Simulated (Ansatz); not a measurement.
Reaction (formal exchange of groups at a Ga–C bond): `C=[C]([GaH2])OC` + `COC` → `CO[CH2][GaH2]` + `C=COC`

Program: Ansatz. Geometries: PBE0-D4/def2-TZVP. ΔE: electronic, gas phase. CBS: MP2 limit from def2 TZ/QZ plus the TZ coupled-cluster correction, frozen cores. For Ga outer-core shells are correlated without core-valence functions, which leaves a few kJ/mol of doubt a bond. Scalar relativity is left out up to krypton. Each species was taken in one conformer, which may not be the lowest.

```csv
species,MP2/def2-SVP energy (Eh)
`C=[C]([GaH2])OC`,-2116.14537
`COC`,-154.42773
`CO[CH2][GaH2]`,-2078.19381
`C=COC`,-192.37017
```

(1) Work out ΔE.

Largest T1 diagnostic among the species: 0.013.

## Answers

(1) ΔE = (-2078.19381) + (-192.37017) − (-2116.14537) − (-154.42773) = 0.00912 Eh = +23.9 kJ/mol. CCSD(T)/CBS gives +23.9 kJ/mol.

In def2-TZVPP, CCSD(T) changes the Hartree–Fock value by +3.5 kJ/mol (the triples alone add +1.6 kJ/mol) and MP2 by +4.9 kJ/mol. Leaving LDA and LC-ωPBE aside and taking each functional with its dispersion term where it has one, the values, not all of them listed here, spread over 3.7 kJ/mol, from ωB97M-V to B97M-V.
